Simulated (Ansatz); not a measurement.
Gas-phase electronic energies from Ansatz, PBE0-D4/def2-TZVP geometries. CCSD(T)/CBS adds triple-zeta CCSD(T) − MP2 to the extrapolated MP2 energy (def2 sets, frozen cores). This one scheme is used for every species. DFT in def2-TZVPP. For Ge outer-core shells are correlated without core-valence functions, which leaves a few kJ/mol of doubt a bond. Scalar relativity is left out up to krypton.

`C[SiH2][GeH3]` → `[CH3][GeH3]` + `[SiH2]`  (silylene formation by 1,1-elimination)

```
         level  ΔE (kcal/mol)  difference from CCSD(T)/CBS
        PBE-D4           66.2                          3.2
     revPBE-D4           64.5                          1.5
    r2SCANh-D4           69.1                          6.1
    r2SCAN0-D4           69.2                          6.2
  CAM-B3LYP-D4           63.5                          0.5
        B2PLYP           61.5                         -1.5
          PBE0           66.0                          3.0
MP2/def2-TZVPP           64.8                          1.8
MP2/def2-QZVPP           66.0                          3.0
 MP2/CBS(def2)           66.9                          3.9
   CCSD(T)/CBS           63.0                            0
```

Largest T1 diagnostic among the species: 0.014.

At CCSD(T), def2-SVP lies −4.8 kcal/mol from the extrapolated value and def2-TZVPP −2.2 kcal/mol. The D4 term adds +3.0 kcal/mol with B3LYP and +1.6 kcal/mol with PBE0; it sums over pairs of atoms, weighted by their polarisabilities, and B3LYP, whose exchange is more repulsive, gets the larger term.

B3LYP here is the variant with VWN-RPA as its local correlation; programs differ in this.
